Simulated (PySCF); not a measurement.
IIn, triplet, at a GFN2-xTB geometry (such geometries of metal compounds can be far from the true shape) (the spin is typed, not shown lowest) (core potentials on I, In); CAMB3LYP/def2-SVP (PySCF).

Here is a job for PySCF.
```python
from pyscf import gto, scf, dft

mol = gto.M(
    atom='''
In   -0.00000000   -0.00000000   -1.50442166
I     0.00000000    0.00000000    1.39088041
''',
    basis='def2-svp',
    ecp={'I': 'def2-svp', 'In': 'def2-svp'},
    spin=2,
    verbose=4,
)

mf = dft.UKS(mol)
mf.xc = 'camb3lyp'
mf.conv_tol_grad = 1e-7
mf.kernel()
```

Q: What does PySCF print? Leave out banner, timings and long lists.

A: 
```
PySCF version 2.14.0

[INPUT] verbose = 4
[INPUT] num. atoms = 2
[INPUT] num. electrons = 46
[INPUT] charge = 0
[INPUT] spin (= nelec alpha-beta = 2S) = 2
[INPUT] symmetry False subgroup None
[INPUT] Mole.unit = angstrom
[INPUT] Symbol           X                Y                Z      unit          X                Y                Z       unit  Magmom
[INPUT]  1 In     0.000000000000   0.000000000000  -1.504421660000 AA    0.000000000000   0.000000000000  -2.842944913264 Bohr   0.0
[INPUT]  2 I      0.000000000000   0.000000000000   1.390880410000 AA    0.000000000000   0.000000000000   2.628383046923 Bohr   0.0

nuclear repulsion = 95.9547670730606
number of shells = 20
number of NR pGTOs = 122
number of NR cGTOs = 52
basis = def2-svp
ecp = {'I': 'def2-svp', 'In': 'def2-svp'}

******** <class 'pyscf.dft.uks.UKS'> ********
method = UKS
initial guess = minao
damping factor = 0
level_shift factor = 0
DIIS = <class 'pyscf.scf.diis.CDIIS'>
diis_start_cycle = 1
diis_space = 8
diis_damp = 0
SCF conv_tol = 1e-09
SCF conv_tol_grad = 1e-07
SCF max_cycles = 50
direct_scf = True
direct_scf_tol = 1e-13
number electrons alpha = 24  beta = 22
XC library pyscf.dft.libxc version 7.1.2
    S. Lehtola, C. Steigemann, M. J. T. Oliveira, and M. A. L. Marques,  SoftwareX 7, 1–5 (2018)
XC functionals = camb3lyp
    T. Yanai, D. P. Tew, and N. C. Handy,  Chem. Phys. Lett. 393, 51 (2004)
radial grids:
    Treutler-Ahlrichs [JCP 102, 346 (1995); DOI:10.1063/1.469408] (M4) radial grids

becke partition: Becke, JCP 88, 2547 (1988); DOI:10.1063/1.454033
pruning grids: <function nwchem_prune>
grids dens level: 3
symmetrized grids: False
atomic radii adjust function: <function treutler_atomic_radii_adjust>
small_rho_cutoff = 0
tot grids = 43832
init E= -435.195587205871

cycle= 1 E= -486.004197081101  delta_E= -50.8  |g|= 2.14  |ddm|= 10.3

cycle= 2 E= -484.342991573206  delta_E= 1.66  |g|= 1.82  |ddm|= 5.45

cycle= 3 E= -487.100010470344  delta_E= -2.76  |g|= 0.786  |ddm|= 4.32

cycle= 4 E= -487.6908651347  delta_E= -0.591  |g|= 0.154  |ddm|= 2.54

cycle= 5 E= -487.719591664236  delta_E= -0.0287  |g|= 0.0638  |ddm|= 0.592

cycle= 6 E= -487.723770043019  delta_E= -0.00418  |g|= 0.0239  |ddm|= 0.147

cycle= 7 E= -487.724828467245  delta_E= -0.00106  |g|= 0.00802  |ddm|= 0.0853

cycle= 8 E= -487.725001790465  delta_E= -0.000173  |g|= 0.00176  |ddm|= 0.0423

cycle= 9 E= -487.725020272102  delta_E= -1.85e-05  |g|= 0.00085  |ddm|= 0.0145

cycle= 10 E= -487.725022600311  delta_E= -2.33e-06  |g|= 0.000264  |ddm|= 0.00546

cycle= 11 E= -487.725022824492  delta_E= -2.24e-07  |g|= 4.23e-05  |ddm|= 0.00197

cycle= 12 E= -487.725022830154  delta_E= -5.66e-09  |g|= 8.88e-06  |ddm|= 0.000355

cycle= 13 E= -487.725022830414  delta_E= -2.6e-10  |g|= 1.66e-06  |ddm|= 9.55e-05

cycle= 14 E= -487.725022830423  delta_E= -8.75e-12  |g|= 4.19e-07  |ddm|= 2.33e-05

cycle= 15 E= -487.725022830424  delta_E= -1.14e-12  |g|= 8.86e-08  |ddm|= 7.92e-06

Extra cycle  E= -487.725022830424  delta_E=    0  |g|= 3.81e-08  |ddm|= 1.07e-06
converged SCF energy = -487.725022830424  <S^2> = 2.0017474  2S+1 = 3.0011647
```
